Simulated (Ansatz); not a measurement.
GaH3 (SMILES [GaH3]) moved off its minimum; all values from Ansatz (a first-principles code), cores frozen in correlated methods.
(charge 0, multiplicity 1)
```xyz
4

Ga    -0.00042     0.02029     0.00727
H      0.63674    -0.44469     1.34289
H     -0.35075     1.52773    -0.26870
H     -0.33083    -1.09251    -1.08792
```

```tsv
level	largest force (eV/Å)	on atom	rms difference from CCSD(T)/aug-cc-pVTZ (eV/Å)	dipole (D)
HF/def2-TZVPP	0.59	Ga1	0.078	0.17
PBE/def2-TZVPP	0.52	Ga1	0.085	0.13
r2SCAN/def2-TZVPP	0.53	Ga1	0.195	0.14
B3LYP/def2-TZVPP	0.54	Ga1	0.134	0.14
wB97M-V/def2-TZVPP	0.54	Ga1	0.200	0.15
MP2/aug-cc-pVTZ	0.58	Ga1	0.059	0.16
CCSD(T)/aug-cc-pVTZ	0.57	Ga1	0.000	0.15
```

The differences count from one level among others, with limits of its own. Forces at CCSD(T)/aug-cc-pVTZ (eV/Å):

```csv
atom,Fx,Fy,Fz
Ga1,-0.240,-0.211,-0.471
H2,0.235,-0.083,0.466
H3,-0.015,0.185,-0.023
H4,0.020,0.110,0.028
```
